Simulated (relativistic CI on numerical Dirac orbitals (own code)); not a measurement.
**Ru⁶⁺: 4s photoemission**

Computed with this model: Dirac-Coulomb-Breit CI, KLI orbitals optimised for each configuration, model QED, valence Slater integrals scaled by 0.7, multiplet model of photoemission in the sudden approximation; configurations [Kr] 4d2 → [Ar] 3d10 4s 4p6 4d2; 80 K; Lorentzian 2 eV and Gaussian 0.6 eV FWHM. Energies are those of the free ion, without screening or charge transfer. The energies are binding energies and can lie tens of eV above those of solids. Without intra-shell correlation the exchange splitting of an s hole comes out too large, often by half or more. S is read from ⟨S²⟩ = S(S + 1).

free ion: ground-state S = 0.98, centroid 178.48 eV. Peaks (eV, height): 177.2 (100), 181.6 (46).

Strongest unbroadened transitions for free ion:

```tsv
Energy (eV)	Relative strength
177.03	100.0
177.22	73.2
178.81	0.0
178.93	0.6
180.23	0.7
180.27	8.5
181.70	68.7
183.44	0.0
```
